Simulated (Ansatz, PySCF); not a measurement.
Gas-phase reaction in SMILES: [Br][GeH2][Br] [dibromogermane] → [Br][GeH-][Br] + H+
Geometries: B3LYP-D3(BJ)/def2-TZVP minima from Ansatz (a first-principles code).

Property: gas-phase deprotonation energy (enthalpy at 298 K, with B3LYP-D3(BJ) rigid-rotor harmonic-oscillator terms from PySCF), in kcal/mol. Cores are frozen in the correlated levels unless marked. No spin-orbit coupling. Frozen are the shells of the preceding noble gas and the d and f shells that filled before the atom's block. Non-relativistic. Anions need diffuse functions: aug- sets have them; the other sets have none. CBS marks a two-point X^-3 extrapolation of the correlation energy; Hartree-Fock from the larger set.

| level | program | gas-phase deprotonation energy (kcal/mol) |
|---|---|---|
| HF/6-31G | Ansatz | 306.0 |
| MP2/cc-pVQZ | Ansatz | 325.5 |
| SCS-MP2/aug-cc-pVQZ | Ansatz | 326.0 |

Question: Predict the CCSD(T)/CBS(aug-cc-pVTZ,aug-cc-pVQZ) result (Ansatz).

Answer: 323.8 kcal/mol
